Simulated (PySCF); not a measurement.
Compound: N-formylpiperidine, C6H11NO.
Geometry (PBE0-D3(BJ)/def2-SVP, Å), atoms numbered from 1 in this order:
```xyz
19
C6H11NO angstrom
O      3.1315   -0.3976    0.4768
C      2.1240   -1.0649    0.4181
N      0.9562   -0.6890   -0.1656
C     -0.2325   -1.5075   -0.1246
C     -1.3679   -0.7838    0.5916
C     -1.5966    0.5963   -0.0188
C     -0.3014    1.4036   -0.0424
C      0.8107    0.6311   -0.7423
H      2.0542   -2.0940    0.8492
H      0.0140   -2.4584    0.3726
H     -0.5445   -1.7538   -1.1578
H     -2.2852   -1.3920    0.5451
H     -1.1033   -0.6777    1.6577
H     -2.3804    1.1367    0.5348
H     -1.9714    0.4779   -1.0518
H      0.0169    1.6244    0.9907
H     -0.4525    2.3722   -0.5444
H      1.7843    1.1312   -0.6520
H      0.5772    0.5293   -1.8190
```

Computed with PySCF at CAM-B3LYP/def2-SVPD, non-relativistic, on one gas-phase PBE0-D3(BJ)/def2-SVP geometry that isn't relaxed in the solvent. The solvent is an IEF-PCM continuum (Bondi radii, 1.10 Å for H, scaled by 1.2), and excitations are vertical TDDFT with non-equilibrium linear response and a frozen core. Only the electrostatic response of the medium enters.

Gas-phase singlets (H = HOMO, L = LUMO):

| state | E (eV) | λ (nm) | f | leading configurations |
| --- | --- | --- | --- | --- |
| S1 | 5.750 | 216 | 0.001 | H-1→L+1 40%, H-1→L+4 36%, H-1→L 18% |
| S2 | 6.707 | 185 | 0.177 | H→L 75%, H→L+1 11% |
| S3 | 7.004 | 177 | 0.071 | H→L+1 64%, H→L 10% |
| S4 | 7.478 | 166 | 0.019 | H-1→L 20%, H→L+4 20%, H→L+1 15% |
| S5 | 7.550 | 164 | 0.031 | H→L+2 51%, H→L+4 11%, H-1→L 10% |

**Question.** Give the list for dimethylsulfoxide (ε = 46.83), n² = 2.19.

**Answer.** 
| state | E (eV) | λ (nm) | f | leading configurations | change by rank (eV) |
| --- | --- | --- | --- | --- | --- |
| S1 | 6.012 | 206 | 0.001 | H-1→L 48%, H-1→L+1 34%, H-1→L+4 14% | +0.262 |
| S2 | 6.682 | 186 | 0.359 | H→L 76%, H→L+1 14% | -0.025 |
| S3 | 7.099 | 175 | 0.035 | H→L+1 73%, H→L 14% | +0.095 |
| S4 | 7.641 | 162 | 0.034 | H-1→L+1 44%, H-1→L+2 23%, H-1→L 20% | +0.163 |
| S5 | 7.713 | 161 | 0.019 | H→L+3 57%, H→L+4 22% | +0.163 |

**Question.** How does the list change in water (ε = 78.36)?

**Answer.** 
```json
{"state": "S1", "E (eV)": "6.018", "λ (nm)": "206", "f": "0.001", "leading configurations": "H-1→L 48%, H-1→L+1 34%, H-1→L+4 13%", "change by rank (eV)": "+0.268"}
{"state": "S2", "E (eV)": "6.706", "λ (nm)": "185", "f": "0.337", "leading configurations": "H→L 77%, H→L+1 13%", "change by rank (eV)": "-0.001"}
{"state": "S3", "E (eV)": "7.104", "λ (nm)": "175", "f": "0.035", "leading configurations": "H→L+1 74%, H→L 13%", "change by rank (eV)": "+0.100"}
{"state": "S4", "E (eV)": "7.647", "λ (nm)": "162", "f": "0.034", "leading configurations": "H-1→L+1 44%, H-1→L+2 23%, H-1→L 20%", "change by rank (eV)": "+0.169"}
{"state": "S5", "E (eV)": "7.718", "λ (nm)": "161", "f": "0.017", "leading configurations": "H→L+3 60%, H→L+4 20%", "change by rank (eV)": "+0.168"}
```

**Question.** How do the frontier levels move from gas to water?

**Answer.** 
```csv
orbital,gas (eV),solvent (eV),change (eV),"Löwdin shares, gas","Löwdin shares, solvent"
LUMO+2,1.72,2.03,+0.31,"C7 11 %, H14 10 %, C4 9 %, H17 9 %","O1 15 %, H14 11 %, C6 11 %, C2 11 %"
LUMO+1,1.50,1.67,+0.17,"C2 16 %, H13 14 %, O1 11 %, C5 10 %","C2 28 %, O1 18 %, H9 9 %, H13 8 %"
LUMO,1.12,1.39,+0.27,"C4 10 %, C2 9 %, C6 9 %, H11 8 %","C2 21 %, O1 13 %, N3 7 %, C8 6 %"
HOMO,-8.39,-8.35,+0.04,"N3 40 %, O1 23 %, C2 7 %, C4 6 %","N3 39 %, O1 20 %, C2 7 %, C4 7 %"
HOMO-1,-8.92,-9.25,-0.33,"O1 68 %, C2 14 %, H9 7 %, N3 6 %","O1 66 %, C2 14 %, H9 8 %, N3 6 %"
HOMO-2,-10.84,-10.48,+0.36,"C7 20 %, C6 20 %, C5 11 %, C8 11 %","C6 21 %, C7 20 %, C5 12 %, C8 8 %"
HOMO-3,-10.93,-10.50,+0.43,"C6 20 %, C5 18 %, C7 15 %, H17 8 %","C6 21 %, C5 21 %, C7 14 %, H17 8 %"
```

The HOMO–LUMO gap goes from 9.51 to 9.74 eV. Rows go by rank; for LUMO, LUMO+1 and LUMO+2 the atom shares or the degeneracy differ between the runs, so the row needn't follow one orbital.
